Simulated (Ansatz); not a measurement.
The pair A = CH4O (SMILES CO) (first 6 atoms), B = CH2O (SMILES C=O); geometry from B3LYP-D3(BJ)/def2-TZVP.
(charge 0, multiplicity 1):
```xyz
10

C      0.31075    -0.56005     0.25018
O     -0.37328     0.62180     0.66300
H      0.85708    -0.40364    -0.68453
H     -0.45097    -1.31991     0.08287
H      1.00266    -0.91503     1.01962
H      0.27899     1.31903     0.78971
C     -0.45707     0.21757     3.35707
O      0.69882     0.02069     3.62107
H     -0.90936     1.22533     3.40619
H     -1.14492    -0.59830     3.07092
```

Cores are frozen in the correlated methods. MP2 and its Hartree–Fock in aug-cc-pVTZ are density fitted.

Codes used: Ansatz (Gaussian orbitals). Values without a source in brackets are computed.

The counterpoise-corrected interaction energy is E(AB) − E(A in the pair's basis) − E(B in the pair's basis). Total energies (hartree):

```tsv
level	AB	A in the pair's basis	B in the pair's basis
HF/aug-cc-pVDZ	-228.9491849	-115.0616838	-113.8856212
MP2/aug-cc-pVDZ	-229.6462794	-115.4226537	-114.2190457
HF/aug-cc-pVTZ	-229.0077159	-115.0918617	-113.9140599
MP2/aug-cc-pVTZ	-229.8509922	-115.5292555	-114.3165002
CCSD(T)/aug-cc-pVDZ	-229.7063354	-115.4564817	-114.2454363
```

Problem. Work out the counterpoise-corrected interaction energy at the basis-set limit: extrapolate the MP2 correlation part as X⁻³, take Hartree–Fock from the larger set, and add the CCSD(T) − MP2 difference of aug-cc-pVDZ.

Solution. 
1. Differences (1 hartree = 627.509 kcal/mol): HF/aug-cc-pVDZ -1.180; MP2/aug-cc-pVDZ -2.874; HF/aug-cc-pVTZ -1.126; MP2/aug-cc-pVTZ -3.286; CCSD(T)/aug-cc-pVDZ -2.772.
2. Correlation parts, MP2 less HF: -1.694 in aug-cc-pVDZ (X = 2), -2.160 in aug-cc-pVTZ (X = 3).
3. Limit (3³·(-2.160) − 2³·(-1.694))/(3³ − 2³) = -2.356; with HF/aug-cc-pVTZ it gives -3.482.
4. CCSD(T) less MP2 in aug-cc-pVDZ: 0.102.
Result: -3.38 kcal/mol, against -2.87 at MP2/aug-cc-pVDZ. It is an estimate of this method's limit, not of the exact value.

Ansatz is a quantum-chemistry and plane-wave program.
